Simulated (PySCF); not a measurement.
C3H9B, SMILES CB(C)C.

Coordinates come from a B3LYP-D3(BJ)/def2-SVP optimisation. The isomer is the one that the SMILES or the coordinates give; other isomers of the formula were not compared.

All values below come from M06-2X/def2-TZVP in PySCF.

Gas-phase values at a fixed geometry.

```
Property                                                                                                        Value
---------------------------------------------------------------------------------------------  ----------------------
total energy                                                                                       -144.57324 hartree
highest occupied level                                                                                       -9.76 eV
lowest empty level                                                                                            0.75 eV
orbital gap                                                                                                  10.51 eV
dipole moment                                                                                               0.010 e·Å
quadrupole, principal values (traceless, Buckingham form, about the centre of nuclear charge)  -1.07, -0.95, 2.02 D·Å
mean static polarisability                                                                       51.4 bohr³ (7.62 Å³)
polarisability, principal values                                                               44.0, 55.0, 55.2 bohr³
```
